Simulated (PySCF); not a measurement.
**What PySCF settings do for KMg**

Base input, run as `OMP_NUM_THREADS=1 python input.py` with PySCF 2.14:

```python
from pyscf import gto, dft

mol = gto.M(
    atom='K 0 0 0; Mg 0 0 3.465',
    basis='cc-pvdz-dk',
    charge=0,
    spin=1,
    verbose=4,
)
mf = dft.ROKS(mol, xc='m06l')
mf = mf.sfx2c1e()
mf = mf.density_fit(auxbasis='def2-universal-jkfit')
mf.kernel()
g = mf.nuc_grad_method()
g.grid_response = True
g.kernel()
mf.dip_moment()
print('orbital energies (hartree):', mf.mo_energy[..., max(0, mol.nelec[1]-3):mol.nelec[0]+3].round(4))
```

Base result: E(SCF) = -802.543935 Eh, 10 cycles, μz(SCF) = -1.65 D, gradient on the second atom -0.0058 Eh/bohr. The bond length is a typed value, not an optimised one. No search for the lowest solution was made.

It ran on Arm Neoverse N1 (1 thread, shared host) in 11 s, peak memory 0.26 GiB.

Each row names what differs from the base; energies in brackets are changes from the base.

| change | result | wall time (s) |
| --- | --- | --- |
| geometry: bond 3.465 → bond 10 [unsound on purpose] [stretched restricted solution, likely unstable] | E(SCF) = -802.538690 Eh (+0.1427 eV), 12 cycles, μz(SCF) = 0.02 D, gradient on the second atom 0.0000 Eh/bohr | 11 |
| step after the SCF: gradient → mp2; SCF type: ROKS → UHF; functional: m06l → none (Hartree–Fock); frozen orbitals: default → 0 | E(SCF) = -801.357825 Eh, 13 cycles, E(MP2) − E(SCF) = -0.03634 Eh, ⟨S²⟩ = 0.825, μz(SCF) = 0.56 D | 1.7 |
| functional: m06l → hse [unsound on purpose] | stops with KeyError ("LibXCFunctional: name 'HSE' not found.") | 1.1 |
| functional: m06l → bp86 | E(SCF) = -802.675584 Eh, 8 cycles, μz(SCF) = -1.34 D, gradient on the second atom -0.0061 Eh/bohr | 6.4 |
| functional: m06l → hcth407 | E(SCF) = -802.702487 Eh, 12 cycles, μz(SCF) = -1.58 D, gradient on the second atom -0.0063 Eh/bohr | 7.6 |
| functional: m06l → pw91 | E(SCF) = -802.575327 Eh, 8 cycles, μz(SCF) = -1.47 D, gradient on the second atom -0.0057 Eh/bohr | 6.8 |
| PCM solvent, dielectric constant: none → 2.27 | E(SCF) = -802.544534 Eh (-0.0163 eV), 11 cycles, μz(SCF) = -1.95 D, gradient on the second atom -0.0058 Eh/bohr | 16 |
| density fitting: def2-universal-jkfit → none | E(SCF) = -802.543588 Eh (+0.0094 eV), 10 cycles, μz(SCF) = -1.65 D, gradient on the second atom -0.0058 Eh/bohr | 13 |
| basis set: cc-pvdz-dk → jorge-dzp; spin-free X2C: on → off | E(SCF) = -799.937686 Eh, 12 cycles, μz(SCF) = -1.62 D, gradient on the second atom -0.0065 Eh/bohr | 13 |
| level shift (hartree): none → 0.3 | E(SCF) = -802.543935 Eh (+0.0000 eV), 33 cycles, μz(SCF) = -1.65 D, gradient on the second atom -0.0058 Eh/bohr | 23 |
| integration grid: default → 6 | E(SCF) = -802.543982 Eh (-0.0013 eV), 10 cycles, μz(SCF) = -1.65 D, gradient on the second atom -0.0058 Eh/bohr | 26 |
| spin (2S): 1 → 5 | not converged: SCF after 50 cycles | 32 |
| functional: m06l → wb97x | E(SCF) = -802.583482 Eh, 10 cycles, μz(SCF) = -1.58 D, gradient on the second atom -0.0066 Eh/bohr | 7.1 |
| Cartesian functions: off → on | E(SCF) = -802.544695 Eh (-0.0207 eV), 11 cycles, μz(SCF) = -1.63 D, gradient on the second atom -0.0061 Eh/bohr | 11 |
| functional: m06l → b3lypp [unsound on purpose] | stops with KeyError ("LibXCFunctional: name 'B3LYPP' not found.") | 1.1 |
| functional: m06l → wb97xd3x [unsound on purpose] | stops with KeyError ("LibXCFunctional: name 'WB97XD3X' not found.") | 1.1 |
| PCM solvent, dielectric constant: none → 78.36 | E(SCF) = -802.545079 Eh (-0.0311 eV), μz(SCF) = -3.15 D, gradient on the second atom -0.0057 Eh/bohr | 21 |
| smearing width (hartree): none → 0.2; step after the SCF: gradient → none [unsound on purpose] [smearing does not keep the typed spin] | E(SCF) = -801.424390 Eh (+30.4644 eV), μz(SCF) = 9.33 D | 9.5 |
| functional: m06l → r2scan | E(SCF) = -802.524525 Eh, 8 cycles, μz(SCF) = -1.85 D, gradient on the second atom -0.0069 Eh/bohr | 9.7 |
| PCM solvent, dielectric constant: none → 20.5 | E(SCF) = -802.545024 Eh (-0.0296 eV), 15 cycles, μz(SCF) = -2.90 D, gradient on the second atom -0.0057 Eh/bohr | 19 |
| integration grid: default → 1 | E(SCF) = -802.544398 Eh (-0.0126 eV), 10 cycles, μz(SCF) = -1.64 D, gradient on the second atom -0.0058 Eh/bohr | 5.4 |

Q: Order these changes by how far they move the SCF energy from the base, largest first: (1) Cartesian functions: off → on; (2) PCM solvent, dielectric constant: none → 2.27; (3) PCM solvent, dielectric constant: none → 20.5; (4) PCM solvent, dielectric constant: none → 78.36.

A: (4) -0.0311 eV, (3) -0.0296 eV, (1) -0.0207 eV, (2) -0.0163 eV.
